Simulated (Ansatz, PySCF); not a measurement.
This PySCF input computes a B3LYP/def2-TZVPD energy:

```python
from pyscf import gto, scf, dft

mol = gto.M(
    atom='''
    Si   -0.16024585   -0.09395408   -0.82925137
    Br    0.26998387    0.16109685    1.37935147
    N     1.38481170   -0.42878456   -1.47402965
    N    -1.05540839    1.31192820   -1.19970020
    N    -1.14261005   -1.39513836   -1.31114200
    H     1.50437440   -0.61900167   -2.45649896
    H     2.21709487   -0.05410997   -1.05047651
    H    -1.41655922    1.46462450   -2.12812771
    H    -0.90324017    2.17175770   -0.69968857
    H    -0.77975791   -2.33470941   -1.29564771
    H    -2.13545834   -1.36763064   -1.14323992
    ''',
    basis='def2-tzvpd',
    charge=0,
    spin=0,
    verbose=4,
)

mf = dft.RKS(mol, xc='b3lyp').density_fit(auxbasis='def2-universal-jkfit')
mf.grids.level = 3
mf.conv_tol = 1e-9
mf.max_cycle = 100
mf.max_memory = 1500
mf.kernel()
if not mf.converged:
    mf = mf.newton()
    mf.kernel(mf.make_rdm1())
mf.analyze()
```

Write an input for the same energy in Ansatz (a first-principles code) and say what it gives.


Ansatz 0.2 input:
```yaml
crystal:
  periodic: [false, false, false]
  atoms:
    - {symbol: Si, position_ang: [-0.16024585, -0.09395408, -0.82925137]}
    - {symbol: Br, position_ang: [0.26998387, 0.16109685, 1.37935147]}
    - {symbol: N, position_ang: [1.38481170, -0.42878456, -1.47402965]}
    - {symbol: N, position_ang: [-1.05540839, 1.31192820, -1.19970020]}
    - {symbol: N, position_ang: [-1.14261005, -1.39513836, -1.31114200]}
    - {symbol: H, position_ang: [1.50437440, -0.61900167, -2.45649896]}
    - {symbol: H, position_ang: [2.21709487, -0.05410997, -1.05047651]}
    - {symbol: H, position_ang: [-1.41655922, 1.46462450, -2.12812771]}
    - {symbol: H, position_ang: [-0.90324017, 2.17175770, -0.69968857]}
    - {symbol: H, position_ang: [-0.77975791, -2.33470941, -1.29564771]}
    - {symbol: H, position_ang: [-2.13545834, -1.36763064, -1.14323992]}
basis:
  gaussian:
    orbitals: def2-TZVPD
hamiltonian:
  xc: {name: B3LYP}
output: {forces: true}
```
It gives -3031.81616 Eh, and PySCF -3031.81626 Eh, a difference of 0.10 mEh, from the treatment of integrals and grids.
